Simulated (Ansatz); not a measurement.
Born–Oppenheimer molecular dynamics of a periodic cell of 36 atoms, H$_{6}$C$_{2}$O (contents 4 CH3CH2OH, density as packed 0.79 g/cm³ with natural masses). It starts from a partly relaxed structure (largest force component 0.17 eV/Å).

Method: DFT PBE-D3(BJ), scalar-relativistic, plane waves, PAW in Ansatz 0.2.0. Settings: accuracy low, cutoff 420 eV, k mesh 1x1x1, fermi-dirac smearing 0.02 eV, no spin polarisation.

```
ensemble        : NVT, Langevin thermostat
time step       : 0.5 fs
steps asked     : 300
set temperature : 400 K
friction        : 0.02 /fs
seed            : 368382
```

First frame:

```xyz
36
Lattice="7.2936 0.0000 0.0000 0.0000 7.2936 0.0000 0.0000 0.0000 7.2936" Properties=species:S:1:pos:R:3
C 1.509 3.798 2.220
C 0.358 4.755 2.019
O -0.827 3.971 1.820
H -1.559 4.583 1.648
H 0.256 5.432 2.881
H 0.561 5.384 1.144
H 2.455 4.333 2.354
H 1.347 3.164 3.100
H 1.599 3.163 1.332
C 4.323 2.087 5.106
C 5.606 1.365 5.461
O 5.434 -0.026 5.177
H 6.263 -0.481 5.398
H 6.444 1.771 4.869
H 5.850 1.520 6.526
H 4.404 3.158 5.320
H 4.097 1.962 4.043
H 3.484 1.686 5.686
C 2.402 5.232 6.401
C 1.067 5.067 5.715
O 0.914 3.689 5.365
H 0.053 3.584 4.928
H 0.252 5.376 6.395
H 1.029 5.715 4.823
H 2.521 6.266 6.728
H 2.462 4.586 7.282
H 3.221 4.973 5.722
C 4.019 -0.015 1.581
C 2.882 0.958 1.372
O 1.629 0.262 1.386
H 0.920 0.916 1.268
H 2.904 1.702 2.178
H 3.000 1.501 0.421
H 4.970 0.527 1.600
H 3.895 -0.535 2.537
H 4.055 -0.750 0.772
```

Problem. What does the run give?

Solution. All steps were run.

```
steps done                                               : 300
time covered                                             : 150 fs
mean temperature over the second half                    : 417 K
spread of the potential energy over the second half      : 4.4 meV per atom
mean potential energy of the second half above the start : 35.8 meV per atom
```

A run of 0.15 ps of so small a system gives no equilibrium averages. Limits of this set-up: coarse k mesh, low accuracy level.

Problem. What happens to the structure?

Solution. Mean squared displacements from the first frame to the last, about the centre of mass: C 0.16 Å², O 0.34 Å², H 0.71 Å². Another seed would give other details.

Problem. How do temperature and energy run in time?

Solution. 
| time (fs) | T (K) | potential energy less start (eV) |
| --- | --- | --- |
| 0.0 | 389 | 0.000 |
| 12.5 | 312 | 0.673 |
| 25.0 | 249 | 1.203 |
| 37.5 | 298 | 1.205 |
| 50.0 | 294 | 1.397 |
| 62.5 | 329 | 1.204 |
| 75.0 | 381 | 0.958 |
| 87.5 | 361 | 1.531 |
| 100.0 | 443 | 1.507 |
| 112.5 | 495 | 1.389 |
| 125.0 | 406 | 1.181 |
| 137.5 | 403 | 1.266 |
| 150.0 | 351 | 1.334 |

The run took 5.1 min on 1 thread of AMD EPYC 9R14 (Zen 4), on a shared host, peak memory 0.45 GiB.
